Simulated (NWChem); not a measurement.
System: BBr2F; SMILES FB(Br)Br

NWChem input:

```
start job
memory heap 200 mb stack 900 mb global 1100 mb
geometry units angstroms noautosym nocenter noautoz
  B      0.000000     0.000000    -0.620033
  F      0.000000     0.000000    -1.929908
  Br     1.661466     0.000000     0.303796
  Br    -1.661466     0.000000     0.303796
end
basis spherical
  B library def2-svpd
  F library def2-svpd
  Br library def2-svpd
end
dft
  xc pbe0
  iterations 150
end
task dft gradient
```

NWChem printed, in part:

```
             Northwest Computational Chemistry Package (NWChem) 7.3.0
             --------------------------------------------------------

                             Geometry "geometry" -> ""
                             -------------------------

 Output coordinates in angstroms (scale by  1.889725989 to convert to a.u.)

  No.       Tag          Charge          X              Y              Z
 ---- ---------------- ---------- -------------- -------------- --------------
    1 B                    5.0000     0.00000000     0.00000000    -0.62003300
    2 F                    9.0000     0.00000000     0.00000000    -1.92990800
    3 Br                  35.0000     1.66146600     0.00000000     0.30379600
    4 Br                  35.0000    -1.66146600     0.00000000     0.30379600

 Effective nuclear repulsion energy (a.u.)     430.4429426849

                                 NWChem DFT Module
                                 -----------------

 Summary of "ao basis" -> "ao basis" (spherical)
 ------------------------------------------------------------------------------
       Tag                 Description            Shells   Functions and Types
 ---------------- ------------------------------  ------  ---------------------
 B                         def2-svpd                 8       20   4s2p2d
 F                         def2-svpd                 9       23   4s3p2d
 Br                        def2-svpd                15       41   6s5p4d

            General Information
            -------------------
          SCF calculation type: DFT
          Wavefunction type:  closed shell.
          No. of atoms     :     4
          No. of electrons :    84
           Alpha electrons :    42
            Beta electrons :    42
          Charge           :     0
          Spin multiplicity:     1
          Use of symmetry is: off; symmetry adaption is: off
          Maximum number of iterations: 150
          AO basis - number of functions:   125
                     number of shells:    47
          Convergence on energy requested:  1.00D-06
          Convergence on density requested:  1.00D-05
          Convergence on gradient requested:  5.00D-04

              XC Information
              --------------
                         PBE0 Method XC Functional
                     Hartree-Fock (Exact) Exchange  0.250
          PerdewBurkeErnzerhof Exchange Functional  0.750
            Perdew 1991 LDA Correlation Functional  1.000 local
           PerdewBurkeErnz. Correlation Functional  1.000 non-local

             Grid Information
             ----------------
          Grid used for XC integration:  medium
          Radial quadrature: Mura-Knowles
          Angular quadrature: Lebedev.
          Tag              B.-S. Rad. Rad. Pts. Rad. Cut. Ang. Pts.
          ---              ---------- --------- --------- ---------
          B                   0.85       49          11.0       434
          F                   0.50       49          11.0       434
          Br                  1.15      112          13.0       590
          Grid pruning is: on
          Number of quadrature shells:   322
          Spatial weights used:  Erf1

      Superposition of Atomic Density Guess
      -------------------------------------

 Sum of atomic energies:       -5267.97796358

      Non-variational initial energy
      ------------------------------

 Total energy =   -5269.031530
 1-e energy   =   -8193.320628
 2-e energy   =    2493.846156
 HOMO         =      -0.378424
 LUMO         =       0.039531

   convergence    iter        energy       DeltaE   RMS-Dens  Diis-err
 ---------------- ----- ----------------- --------- --------- ---------
 d= 0,ls=0.0,diis     1  -5271.6078209812 -5.70D+03  1.32D-02  8.12D-01
 d= 0,ls=0.0,diis     2  -5271.5340397522  7.38D-02  8.04D-03  1.58D+00
 d= 0,ls=0.0,diis     3  -5271.7030529822 -1.69D-01  7.18D-04  1.43D-02
 d= 0,ls=0.0,diis     4  -5271.7043931313 -1.34D-03  2.76D-04  1.42D-03
 d= 0,ls=0.0,diis     5  -5271.7044629133 -6.98D-05  1.33D-04  3.24D-04
  Resetting Diis
 d= 0,ls=0.0,diis     6  -5271.7045068495 -4.39D-05  8.78D-06  1.03D-06
 d= 0,ls=0.0,diis     7  -5271.7045069282 -7.86D-08  4.43D-06  1.63D-07

         Total DFT energy =    -5271.704506928156
      One electron energy =    -8194.015118211486
           Coulomb energy =     2688.373606579113
    Exchange-Corr. energy =     -196.505937980658
 Nuclear repulsion energy =      430.442942684876

 Numeric. integr. density =       83.999997143670

                       DFT Final Molecular Orbital Analysis
                       ------------------------------------

 Vector   40  Occ=2.000000D+00  E=-3.513411D-01
              MO Center= -2.1D-08,  6.7D-10,  2.6D-01, r^2= 4.0D+00
   Bfn.  Coefficient  Atom+Function         Bfn.  Coefficient  Atom+Function
  ----- ------------  ---------------      ----- ------------  ---------------
    61      0.384470  3 Br pz               102      0.384470  4 Br pz
    58      0.354534  3 Br pz                99      0.354534  4 Br pz
    55     -0.233537  3 Br pz                96     -0.233537  4 Br pz
    24      0.137054  2 F  s                 59     -0.126084  3 Br px
   100      0.126084  4 Br px                56     -0.114425  3 Br px

 Vector   41  Occ=2.000000D+00  E=-3.342813D-01
              MO Center=  8.2D-08, -2.5D-08,  2.7D-01, r^2= 4.2D+00
   Bfn.  Coefficient  Atom+Function         Bfn.  Coefficient  Atom+Function
  ----- ------------  ---------------      ----- ------------  ---------------
    60      0.422264  3 Br py               101     -0.422264  4 Br py
    57      0.390311  3 Br py                98     -0.390311  4 Br py
    54     -0.255960  3 Br py                95      0.255960  4 Br py
    51      0.083085  3 Br py                92     -0.083085  4 Br py
    63      0.050450  3 Br py               104     -0.050450  4 Br py

 Vector   42  Occ=2.000000D+00  E=-3.187850D-01
              MO Center=  3.6D-08, -1.1D-08,  2.4D-01, r^2= 4.4D+00
   Bfn.  Coefficient  Atom+Function         Bfn.  Coefficient  Atom+Function
  ----- ------------  ---------------      ----- ------------  ---------------
    61      0.338729  3 Br pz               102     -0.338729  4 Br pz
    58      0.313630  3 Br pz                99     -0.313630  4 Br pz
    59     -0.277361  3 Br px               100     -0.277361  4 Br px
    56     -0.247684  3 Br px                97     -0.247684  4 Br px
    55     -0.204763  3 Br pz                96      0.204763  4 Br pz

 Vector   43  Occ=0.000000D+00  E=-5.588775D-02
              MO Center=  4.8D-08, -3.6D-08, -3.5D-01, r^2= 3.1D+00
   Bfn.  Coefficient  Atom+Function         Bfn.  Coefficient  Atom+Function
  ----- ------------  ---------------      ----- ------------  ---------------
     6      0.619640  1 B  py                 9     -0.474501  1 B  py
    60      0.249906  3 Br py               101      0.249906  4 Br py
    26     -0.228502  2 F  py                29      0.192885  2 F  py
    57      0.174773  3 Br py                98      0.174773  4 Br py
    32      0.159596  2 F  py                54     -0.110392  3 Br py

 Vector   44  Occ=0.000000D+00  E=-6.923473D-03
              MO Center=  2.3D-07, -9.2D-08,  2.3D-01, r^2= 1.1D+01
   Bfn.  Coefficient  Atom+Function         Bfn.  Coefficient  Atom+Function
  ----- ------------  ---------------      ----- ------------  ---------------
     4      3.062962  1 B  s                 49     -0.782626  3 Br s
    90     -0.782626  4 Br s                 62      0.591282  3 Br px
   103     -0.591281  4 Br px                64      0.407673  3 Br pz
   105      0.407672  4 Br pz                24     -0.373943  2 F  s
     2      0.328179  1 B  s                 47     -0.292769  3 Br s

 Vector   45  Occ=0.000000D+00  E= 2.378255D-02
              MO Center=  2.1D-07,  9.1D-08, -7.1D-02, r^2= 7.8D+00
   Bfn.  Coefficient  Atom+Function         Bfn.  Coefficient  Atom+Function
  ----- ------------  ---------------      ----- ------------  ---------------
     4      2.844002  1 B  s                 24     -0.981198  2 F  s
     3     -0.696587  1 B  s                 49     -0.661408  3 Br s
    90     -0.661408  4 Br s                 10     -0.593788  1 B  pz
     2     -0.402105  1 B  s                 59     -0.271839  3 Br px
   100      0.271839  4 Br px                 7      0.269571  1 B  pz

     Multipole analysis of the density
     ---------------------------------

     L   x y z        total         alpha         beta         nuclear
     -   - - -        -----         -----         ----         -------
     0   0 0 0     -0.000000    -42.000000    -42.000000     84.000000

     1   1 0 0      0.000000      0.000000      0.000000      0.000000
     1   0 1 0     -0.000000     -0.000000     -0.000000      0.000000
     1   0 0 1      0.151723     -0.676611     -0.676611      1.504946

     2   2 0 0    -33.985078   -362.016004   -362.016004    690.046930
     2   1 1 0      0.000000      0.000000      0.000000      0.000000
     2   1 0 1      0.000000      0.000000      0.000000      0.000000
     2   0 2 0    -34.391489    -17.195744    -17.195744      0.000000
     2   0 1 1      0.000000      0.000000      0.000000      0.000000
     2   0 0 2    -36.303359    -92.971814    -92.971814    149.640269

[...]

                         DFT ENERGY GRADIENTS

    atom               coordinates                        gradient
                 x          y          z           x          y          z
   1 B       0.000000   0.000000  -1.171692   -0.000000  -0.000000  -0.004028
   2 F       0.000000   0.000000  -3.646997    0.000000   0.000000   0.003928
   3 Br      3.139715   0.000000   0.574091   -0.000561  -0.000000   0.000050
   4 Br     -3.139715   0.000000   0.574091    0.000561   0.000000   0.000050
```

Level: PBE0/def2-SVPD. Structure relaxed at the PBE0/def2-SVP level.
